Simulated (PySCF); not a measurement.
Job file and geometry (Å, from GFN2-xTB) of an NMR shielding run on `COC/C(=N\[SiH3])[C@H](C)O`, C$_{5}$H$_{13}$NO$_{2}$Si, GIAO PBE0/pcSseg-1 NMR shielding, non-relativistic, gas phase (PySCF 2.14.0, density-fitted response routines); density fitting, a coarse starting grid and PySCF grid level 2 are the driver's defaults:

```
$ OMP_NUM_THREADS=1 python probes_run.py task.json out

{"job": {"kind": "nmr", "xc": "PBE0", "basis": "pcSseg-1"}, "charge": 0, "multiplicity": 1}
C      2.892617     0.177730    -0.640184
O      1.489596     0.141146    -0.655489
C      0.912344    -0.395244     0.502414
C     -0.532182     0.047401     0.568046
N     -0.977627     1.096798     0.053755
Si    -0.157420     2.312598    -0.871309
C     -1.496831    -0.854151     1.310348
C     -1.905007    -2.007430     0.376694
O     -2.617729    -0.127398     1.729221
H      3.314481    -0.830221    -0.548323
H      3.200101     0.615207    -1.587631
H      3.267211     0.795227     0.185706
H      1.413132    -0.010967     1.407213
H      0.988327    -1.492298     0.513248
H      0.037894     1.856228    -2.241168
H      1.083633     2.812542    -0.274862
H     -1.160574     3.381636    -0.814017
H     -1.018058    -1.265136     2.209001
H     -2.338536    -1.601768    -0.534319
H     -1.047964    -2.623411     0.120525
H     -2.649528    -2.619911     0.877667
H     -2.708288     0.610807     1.104375
```

Q: Write the output of this run.

A: 
```
coarse grid: 18352 points
cycle   1  E = -692.1665928487  dE =  1.097e+00  |g| = 8.627e-01  |ddm| = 4.097e+00
cycle   2  E = -691.9596802280  dE =  2.069e-01  |g| = 1.356e+00  |ddm| = 2.046e+00
cycle   3  E = -692.3030574422  dE = -3.434e-01  |g| = 1.711e-01  |ddm| = 1.415e+00
cycle   4  E = -692.3085105465  dE = -5.453e-03  |g| = 7.864e-02  |ddm| = 1.989e-01
cycle   5  E = -692.3097405121  dE = -1.230e-03  |g| = 2.036e-02  |ddm| = 7.833e-02
cycle   6  E = -692.3098209881  dE = -8.048e-05  |g| = 5.062e-03  |ddm| = 2.074e-02
cycle   7  E = -692.3098263879  dE = -5.400e-06  |g| = 7.293e-04  |ddm| = 5.296e-03
final grid: 171216 points
cycle   8  E = -692.3812364757  dE = -4.503e-05  |g| = 1.275e-02  |ddm| = 3.637e-02
cycle   9  E = -692.3812077128  dE =  2.876e-05  |g| = 1.802e-02  |ddm| = 2.163e-02
cycle  10  E = -692.3812673698  dE = -5.966e-05  |g| = 1.461e-03  |ddm| = 1.332e-02
cycle  11  E = -692.3812678171  dE = -4.473e-07  |g| = 2.271e-04  |ddm| = 1.398e-03
cycle  12  E = -692.3812678220  dE = -4.974e-09  |g| = 1.766e-04  |ddm| = 3.258e-04
cycle  13  E = -692.3812678283  dE = -6.219e-09  |g| = 3.405e-05  |ddm| = 1.667e-04
cycle  14  E = -692.3812678285  dE = -2.531e-10  |g| = 1.161e-05  |ddm| = 4.611e-05
converged SCF energy = -692.3812678285

GIAO shielding tensors (ppm)
atom      isotropic    diamagn.    paramagn.     s11        s22        s33       span
  0 C      126.979     243.007    -116.028     93.964    103.656    183.316     89.352
  1 O      319.970     400.713     -80.743    286.244    324.166    349.500     63.257
  2 C      109.838     252.713    -142.875     81.540     88.560    159.414     77.874
  3 C       -7.402     257.499    -264.902   -108.293    -24.625    110.711    219.005
  4 N      -53.637     330.270    -383.907   -363.268   -108.610    310.966    674.233
  5 Si     412.559     881.338    -468.779    367.336    407.754    462.586     95.251
  6 C      114.235     247.848    -133.613     84.399    113.679    144.627     60.228
  7 C      161.179     248.970     -87.791    141.888    155.371    186.278     44.389
  8 O      291.794     389.033     -97.240    247.577    310.453    317.350     69.773
  9 H       28.233      28.392      -0.159     24.313     25.605     34.782     10.469
 10 H       27.798      28.951      -1.153     23.734     25.415     34.244     10.510
 11 H       28.413      29.250      -0.837     24.569     26.434     34.237      9.669
 12 H       28.021      33.237      -5.216     25.349     27.413     31.301      5.952
 13 H       27.330      33.416      -6.086     23.575     26.031     32.384      8.808
 14 H       26.790      31.261      -4.471     23.383     26.239     30.749      7.366
 15 H       26.962      31.444      -4.482     22.942     27.487     30.458      7.516
 16 H       26.600      29.931      -3.331     22.582     25.883     31.336      8.755
 17 H       27.617      31.561      -3.944     23.522     27.991     31.338      7.817
 18 H       30.835      30.937      -0.102     27.433     29.906     35.166      7.733
 19 H       30.691      31.282      -0.591     26.224     29.852     35.996      9.772
 20 H       29.990      28.219       1.771     26.393     27.505     36.073      9.679
 21 H       28.063      34.200      -6.137     17.337     26.648     40.205     22.868
```

Q: Turn these shieldings into chemical shifts. Scale: $^{13}$C (186.93 ppm), $^{29}$Si (349.16 ppm), $^{1}$H (31.72 ppm) against TMS; H2O for $^{17}$O (336.08 ppm); $^{15}$N (267.73 ppm) vs NH3 (reference shieldings calculated alike).

A: Averaging equivalent atoms: C 3: 194.3; C 2: 77.1; C 6: 72.7; C 0: 59.9; C 7: 25.7; O 8: 44.3; O 1: 16.1; N 4: 321.4; Si 5: -63.4; H 14/15/16: 4.93; H 13: 4.39; H 17: 4.10; H 12: 3.70; H 21: 3.65; H 9/10/11: 3.57; H 18/19/20: 1.21 ppm. Experimental scales use liquid or dissolved standards, which lie at an offset from isolated NH3 (liquid NH3: subtract about 20 ppm) and H2O (liquid H2O: subtract about 36 ppm). Unscaled 15N shifts of sp2 nitrogen come out 20 to 40 ppm too high even then.

Size and cost of the density-fitted run: 225 basis functions, 49 s wall time on 1 thread of an Arm Neoverse V2, shared host; peak memory 1.1 GiB.
